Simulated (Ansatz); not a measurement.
`[SiH3][GeH2][SiH2]Cl` + `S[Si](Cl)(Cl)Cl` → `Cl[SiH2]S[Si](Cl)(Cl)Cl` + `[SiH3][GeH3]`  (cleavage of the Si–Ge bond)

Program: Ansatz. Geometries: PBE0-D4/def2-TZVP. ΔE: electronic, gas phase. CBS: MP2 limit from def2 TZ/QZ plus the TZ coupled-cluster correction, frozen cores. Functionals use def2-TZVPP. B3LYP here is the variant with VWN-RPA as its local correlation; programs differ in this. For Ge outer-core shells are correlated without core-valence functions, which leaves a few kJ/mol of doubt a bond. Scalar relativity is left out up to krypton. Each species was taken in one conformer, which may not be the lowest.

Question: Is it downhill or uphill in electronic energy at CCSD(T)/CBS, and by how much? (Estimate.)

Answer: Ansatz gave: Downhill: ΔE = -44.7 kJ/mol.

Question: What do these levels give: PBE-D4, r2SCAN-D4, PBE0-D4, B3LYP-D4, ωB97X-V, ωB97M-V, PBE0, MP2/def2-TZVPP, SCS-MP2/def2-TZVPP, MP2/def2-QZVPP, HF/CBS(def2), MP2/CBS(def2)? (Estimate.)

Answer: Computed: PBE-D4 -40.6, r2SCAN-D4 -44.6, PBE0-D4 -42.6, B3LYP-D4 -45.9, ωB97X-V -44.8, ωB97M-V -47.3, PBE0 -36.6, MP2/def2-TZVPP -50.6, SCS-MP2/def2-TZVPP -47.7, MP2/def2-QZVPP -52.2, HF/CBS(def2) -42.2, MP2/CBS(def2) -52.9 kJ/mol.

Largest T1 diagnostic among the species: 0.012.

The D4 term adds −10.8 kJ/mol with B3LYP and −6.0 kJ/mol with PBE0; it sums over pairs of atoms, weighted by their polarisabilities, and B3LYP, whose exchange is more repulsive, gets the larger term.
